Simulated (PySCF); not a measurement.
Al(H)(Cl)(NMe2) (C2H7AlClN), SMILES C[N](C)[AlH][Cl].

Coordinates come from a B3LYP-D3(BJ)/def2-SVP optimisation. The structure was generated by enumeration; whether it is a known compound was not checked. One conformer was computed; it need not be the lowest.

All values below come from CAM-B3LYP/def2-TZVP (PySCF).

Symmetry labels are those of the subgroup Cs that the program uses (full group Cs).

Computed valence orbital energies around the gap with their symmetry:
```json
[
 {"orbital": "HOMO−7", "symmetry": "A'", "energy (eV)": "-12.92"},
 {"orbital": "HOMO−6", "symmetry": "A\"", "energy (eV)": "-12.46"},
 {"orbital": "HOMO−5", "symmetry": "A'", "energy (eV)": "-11.97"},
 {"orbital": "HOMO−4", "symmetry": "A'", "energy (eV)": "-11.18"},
 {"orbital": "HOMO−3", "symmetry": "A'", "energy (eV)": "-10.89"},
 {"orbital": "HOMO−2", "symmetry": "A\"", "energy (eV)": "-10.68"},
 {"orbital": "HOMO−1", "symmetry": "A'", "energy (eV)": "-10.23"},
 {"orbital": "HOMO", "symmetry": "A\"", "energy (eV)": "-8.01"},
 {"orbital": "LUMO", "symmetry": "A\"", "energy (eV)": "0.31"},
 {"orbital": "LUMO+1", "symmetry": "A'", "energy (eV)": "1.14"},
 {"orbital": "LUMO+2", "symmetry": "A'", "energy (eV)": "1.76"},
 {"orbital": "LUMO+3", "symmetry": "A'", "energy (eV)": "2.51"}
]
```
